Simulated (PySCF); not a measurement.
PySCF was given this input:
```python
from pyscf import gto, scf

mol = gto.Mole()
mol.atom = '''
    I    -0.000000   -0.000000   -1.584197
    I     0.000000    0.000000    1.584197
'''
mol.basis = '6-311g**'
mol.charge = 0
mol.spin = 2
mol.verbose = 4
mol.build()

mf = scf.UHF(mol)
mf.kernel()
mf.analyze()
```

### Question
What does this run give for the <S^2>, nuclear repulsion energy, number of basis functions, total energy?

### Answer

```yaml
"<S^2>": 2.030
nuclear_repulsion_energy: 469.1521 Eh
number_of_basis_functions: 124
total_energy: -13833.5939 Eh
```

These values belong to the state on which the SCF converged, which isn't shown to be the lowest.
